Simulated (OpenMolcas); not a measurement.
W⁴⁺.

```json
{"Program": "OpenMolcas 26.06", "Method": "CASSCF", "Basis": "ANO-R2 [8s6p5d3f2g]", "Scalar Hamiltonian": "X2C, finite nucleus", "Active space": "2 electrons in 5 orbitals (5d)", "State averaging": "2S+1 = 3 even, 10 roots; 2S+1 = 1 even, 15 roots", "Spin-orbit coupling": "RASSI with atomic mean-field integrals over the reference wave functions, term energies averaged over their components"}
```

Levels without dynamic correlation, in cm-1 above 5d2 3F2:

```tsv
Level	E
5d2 1G4	25064
5d2 3P0	14753
5d2 1S0	50063
```

On this reference, SS-CASPT2, IPEA 0.25 Eh, imaginary shift 0.1 Eh (closed shells correlated: 5s 5p) puts 5d2 1G4 at 23510 cm-1.

Task: Estimate the other levels at that method by one scale factor, and say how well it serves.

Result: The factor is 23510 / 25064 = 0.938. Scaled values beside those that SS-CASPT2 gives and measured ones (the list in J. Phys. B 45, 065001 (2012)):
```csv
Level,Scaled,SS-CASPT2,Miss (%),Measured
5d2 3P0,13838,13360,+3.6,12839
5d2 1S0,46959,44290,+6.0,43110
```
For these levels the scaled values miss SS-CASPT2 by up to 6.0 %, as correlation changes each term by its own factor, spin-orbit parts do not scale and CASPT2 has its own spread within terms. This holds within one configuration; levels of others move differently, and the target method has errors of its own against measurement.

CASPT2 breaks the degeneracy within a term, and the mean is taken; among the terms shown or strongly mixed into the levels shown the widest spread is 250 cm-1 (5d2 1G, SS-CASPT2). Without dynamic correlation excited terms often stand tens of per cent too high (terms of higher spin than the ground term too low), and those without a measured partner can miss by more than the paired ones (holds for CASSCF). Computed and measured levels are paired by configuration, term and J; levels that our copy of the source lacks, or whose pairing is in doubt (as where it misses far off the trend of its configuration), stay unpaired and out of the deviations. Only configurations of the active space appear.
